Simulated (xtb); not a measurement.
C₅H₁₂Si, SMILES CCC/C=C\[SiH3]. All values are semi-empirical tight-binding results from xtb (GFN2-xTB unless named), good for trends rather than for accurate numbers. The structure is a stationary point at GFN2-xTB. The structure was generated by enumeration; whether it is a known compound was not checked. One conformer was computed; it need not be the lowest.

```
Property                                          Value
----------------------------------------  -------------
orbital gap                                     4.46 eV
dipole moment                                    0.78 D
zero-point energy                         93.7 kcal/mol
G − E(el) at 298.15 K (modified RRHO)     72.7 kcal/mol
static polarisability (D4 model)             91.1 bohr³
solvation energy, GFN2-xTB/ALPB(water)     0.0 kcal/mol
solvation energy, GFN2-xTB/ALPB(acetone)  -5.4 kcal/mol
```
